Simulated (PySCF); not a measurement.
PySCF job for H5NOSiTe, SMILES N[Te]O[SiH3], TDDFT-M06-2X/def2-SVPD. The structure is a stationary point at B3LYP-D3(BJ)/def2-SVP. The def2 effective core potentials stand for the cores of Te; spin–orbit coupling is left out. One conformer was computed; it need not be the lowest.

```python
import numpy as np
from pyscf import gto, scf, dft, tdscf

mol = gto.M(
    atom='''
    Te   -0.60120044    0.04672826    0.58691800
    N    -0.65959097    1.97293483    0.00107330
    H     0.02584194    2.58043347    0.44666729
    H    -0.68090800    2.12155840   -1.00610989
    O     1.22888468   -0.55567178   -0.05859862
    Si    1.55052026   -0.94997456   -1.64886206
    H     0.76735360   -2.13999257   -2.10000811
    H     3.00649748   -1.24625649   -1.75067578
    H     1.22241355    0.18886207   -2.56426487
    ''',
    basis='def2-SVPD',
    ecp={'Te': 'def2-svp'},
    charge=0,
    spin=0,
    max_memory=1600,
    verbose=4,
)
mf = dft.RKS(mol, xc='m06-2x').density_fit(auxbasis='def2-universal-jkfit')
mf.grids.level = 4
mf.conv_tol = 1e-9
mf.max_cycle = 100
mf.kernel()
mf.grids = dft.Grids(mol).set(level=2).build(with_non0tab=True)  # coarser grid for the response kernel
td = tdscf.TDDFT(mf)
td.singlet = True
td.nstates = 10
td.conv_tol = 1e-4
td.positive_eig_threshold = 1e-6
td.kernel(x0=td.get_init_guess(mf, 15))
td.analyze()
tt = tdscf.TDA(mf)
tt.singlet = False
tt.nstates = 4
tt.conv_tol = 1e-4
tt.positive_eig_threshold = 1e-6
tt.kernel(x0=tt.get_init_guess(mf, 9))
tt.analyze(verbose=3)
```

Program output:

```
PySCF version 2.14.0

[INPUT] verbose = 4
[INPUT] num. atoms = 9
[INPUT] num. electrons = 58
[INPUT] charge = 0
[INPUT] spin (= nelec alpha-beta = 2S) = 0
[INPUT] symmetry False subgroup None
[INPUT] Mole.unit = angstrom
[INPUT] Symbol           X                Y                Z      unit          X                Y                Z       unit  Magmom
[INPUT]  1 Te    -0.601200440000   0.046728260000   0.586918000000 AA   -1.136104177568   0.088303613677   1.109114277577 Bohr   0.0
[INPUT]  2 N     -0.659590970000   1.972934830000   0.001073300000 AA   -1.246446287536   3.728306490315   0.002028243049 Bohr   0.0
[INPUT]  3 H      0.025841940000   2.580433470000   0.446667290000 AA    0.048834189127   4.876312540961   0.844078846902 Bohr   0.0
[INPUT]  4 H     -0.680908000000   2.121558400000  -1.006109890000 AA   -1.286729636025   4.009164333270  -1.901272143316 Bohr   0.0
[INPUT]  5 O      1.228884680000  -0.555671780000  -0.058598620000 AA    2.322255483874  -1.050067479350  -0.110735343077 Bohr   0.0
[INPUT]  6 Si     1.550520260000  -0.949974560000  -1.648862060000 AA    2.930058641989  -1.795191743704  -3.115897710586 Bohr   0.0
[INPUT]  7 H      0.767353600000  -2.139992570000  -2.100008110000 AA    1.450088144699  -4.043999865904  -3.968440187266 Bohr   0.0
[INPUT]  8 H      3.006497480000  -1.246256490000  -1.750675780000 AA    5.681456831395  -2.355083447062  -3.308297757109 Bohr   0.0
[INPUT]  9 H      1.222413550000   0.188862070000  -2.564264870000 AA    2.310026820457   0.356897587618  -4.845758315143 Bohr   0.0

nuclear repulsion = 263.248191962434
number of shells = 60
number of NR pGTOs = 225
number of NR cGTOs = 142
basis = def2-SVPD
ecp = {'Te': 'def2-svp'}


[settings echo left out]
init E= -661.762019065575
  HOMO = -0.647455772759689  LUMO = -0.609990792150875  gap/eV = 1.01947
cycle= 1 E= -684.287700636299  delta_E= -22.5  |g|= 3.45  |ddm|= 10.3
  HOMO = -0.086475070007451  LUMO = -0.0782580613738921  gap/eV = 0.22360
cycle= 2 E= -542.140029777223  delta_E=  142  |g|= 13.8  |ddm|=  198
  HOMO = -0.145287436487697  LUMO = -0.121494837382818  gap/eV = 0.64743
cycle= 3 E= -686.318766624224  delta_E= -144  |g|= 3.13  |ddm|=  193
  HOMO = -0.132533928224433  LUMO = -0.0329830751854052  gap/eV = 2.70892
cycle= 4 E= -690.022264041038  delta_E= -3.7  |g|= 0.791  |ddm|= 10.3
  HOMO = -0.246424740716602  LUMO = -0.032272351382362  gap/eV = 5.82738
cycle= 5 E= -690.068886066752  delta_E= -0.0466  |g|= 0.676  |ddm|= 1.47
  HOMO = -0.248138466425118  LUMO = -0.0237444927311889  gap/eV = 6.10607
cycle= 6 E= -690.149031049675  delta_E= -0.0801  |g|=  0.2  |ddm|= 0.809
  HOMO = -0.26532616633714  LUMO = -0.0221143637136367  gap/eV = 6.61813
cycle= 7 E= -690.16183323856  delta_E= -0.0128  |g|= 0.0619  |ddm|= 0.267
  HOMO = -0.277536534831079  LUMO = -0.0280660781315727  gap/eV = 6.78844
cycle= 8 E= -690.16333901989  delta_E= -0.00151  |g|= 0.0399  |ddm|= 0.149
  HOMO = -0.275981516253879  LUMO = -0.0274399734362447  gap/eV = 6.76316
cycle= 9 E= -690.163725396918  delta_E= -0.000386  |g|= 0.00733  |ddm|= 0.0632
  HOMO = -0.274507196683679  LUMO = -0.026523962068107  gap/eV = 6.74797
cycle= 10 E= -690.163741377667  delta_E= -1.6e-05  |g|= 0.00201  |ddm|= 0.0145
  HOMO = -0.274505927533419  LUMO = -0.026557513263567  gap/eV = 6.74702
cycle= 11 E= -690.163743081617  delta_E= -1.7e-06  |g|= 0.000424  |ddm|= 0.00674
  HOMO = -0.274519129516392  LUMO = -0.0265821777610501  gap/eV = 6.74671
cycle= 12 E= -690.16374321714  delta_E= -1.36e-07  |g|= 0.00012  |ddm|= 0.00167
  HOMO = -0.274513899780494  LUMO = -0.0265780553092719  gap/eV = 6.74668
cycle= 13 E= -690.163743228889  delta_E= -1.17e-08  |g|= 3.55e-05  |ddm|= 0.000425
  HOMO = -0.27451281607776  LUMO = -0.0265786349401074  gap/eV = 6.74663
cycle= 14 E= -690.163743229841  delta_E= -9.52e-10  |g|= 1.1e-05  |ddm|= 0.000119
  HOMO = -0.274512963796376  LUMO = -0.0265786499983298  gap/eV = 6.74664
Extra cycle  E= -690.163743229934  delta_E= -9.23e-11  |g|= 9.81e-06  |ddm|= 4.15e-05
converged SCF energy = -690.163743229934
tot grids = 75032
Overwritten attributes  positive_eig_threshold  of <class 'pyscf.tdscf.rks.TDDFT'>


******** <class 'pyscf.tdscf.rks.TDDFT'> for <class 'pyscf.df.df_jk.DFRKS'> ********
nstates = 10 singlet
deg_eia_thresh = 1.000e-03
wfnsym = None
conv_tol = 0.0001
eigh lindep = 1e-12
eigh level_shift = 0
eigh max_cycle = 100


Excitation energies (eV)
[3.23656229 4.12751619 5.67895342 5.75022109 5.93066854 6.38942256
 6.41823414 6.4553137  6.65838571 6.90010035]

** Singlet excitation energies and oscillator strengths **
Excited State   1:      3.23656 eV    383.07 nm  f=0.0007
      29 -> 30       -0.68326
      29 -> 35        0.12303
Excited State   2:      4.12752 eV    300.38 nm  f=0.0032
      29 -> 31       -0.66037
      29 -> 35       -0.16795
Excited State   3:      5.67895 eV    218.32 nm  f=0.0885
      29 -> 32       -0.67863
Excited State   4:      5.75022 eV    215.62 nm  f=0.0091
      23 -> 30       -0.12480
      25 -> 30       -0.12018
      27 -> 30       -0.32459
      28 -> 30       -0.56146
Excited State   5:      5.93067 eV    209.06 nm  f=0.0123
      26 -> 31        0.16336
      27 -> 30        0.20395
      27 -> 31       -0.14212
      28 -> 31        0.57557
      28 -> 35        0.15872
Excited State   6:      6.38942 eV    194.05 nm  f=0.0382
      27 -> 30        0.11376
      29 -> 33       -0.62894
      29 -> 34        0.21798
Excited State   7:      6.41823 eV    193.17 nm  f=0.0740
      27 -> 30        0.45074
      27 -> 31        0.25254
      28 -> 30       -0.32550
      28 -> 31       -0.11825
      29 -> 33        0.11238
      29 -> 34       -0.15097
Excited State   8:      6.45531 eV    192.07 nm  f=0.0101
      27 -> 30        0.11016
      29 -> 31       -0.15427
      29 -> 32        0.13832
      29 -> 33        0.25779
      29 -> 34        0.50243
      29 -> 35        0.23296
      29 -> 36        0.19932
Excited State   9:      6.65839 eV    186.21 nm  f=0.0006
      29 -> 30        0.13773
      29 -> 31       -0.12553
      29 -> 34       -0.26444
      29 -> 35        0.60543
      29 -> 36       -0.10247
Excited State  10:      6.90010 eV    179.68 nm  f=0.0152
      24 -> 30       -0.16351
      26 -> 30       -0.59338
      26 -> 31       -0.11722
      27 -> 31        0.12920

** Transition electric dipole moments (AU) **
state          X           Y           Z        Dip. S.      Osc.
  1         0.0698     -0.0321     -0.0547      0.0089      0.0007
  2        -0.0108     -0.0420     -0.1712      0.0312      0.0032
  3        -0.2635     -0.2217     -0.7192      0.6357      0.0885
  4        -0.1062     -0.2234      0.0589      0.0647      0.0091
  5        -0.1316      0.2555      0.0457      0.0847      0.0123
  6         0.4757      0.0678     -0.1133      0.2438      0.0382
  7         0.4725     -0.4218     -0.2629      0.4703      0.0740
  8         0.0530     -0.1190      0.2166      0.0639      0.0101
  9         0.0311      0.0495     -0.0139      0.0036      0.0006
 10        -0.2449      0.1411      0.0995      0.0898      0.0152

WARN: ECP detected. Skipping calculation of transition velocity and magnetic dipole moments, which have not yet been implemented.

Overwritten attributes  positive_eig_threshold  of <class 'pyscf.tdscf.rks.TDA'>


******** <class 'pyscf.tdscf.rks.TDA'> for <class 'pyscf.df.df_jk.DFRKS'> ********
nstates = 4 triplet
deg_eia_thresh = 1.000e-03
wfnsym = None
conv_tol = 0.0001
eigh lindep = 1e-12
eigh level_shift = 0
eigh max_cycle = 100


Excitation energies (eV)
[2.525853   3.39064235 5.18520997 5.36221422]

** Triplet excitation energies and oscillator strengths **
Excited State   1:      2.52585 eV    490.86 nm  f=0.0000
Excited State   2:      3.39064 eV    365.67 nm  f=0.0000
Excited State   3:      5.18521 eV    239.11 nm  f=0.0000
Excited State   4:      5.36221 eV    231.22 nm  f=0.0000
```

Self-consistency was reached.

Cost: very roughly 17 core-minutes.
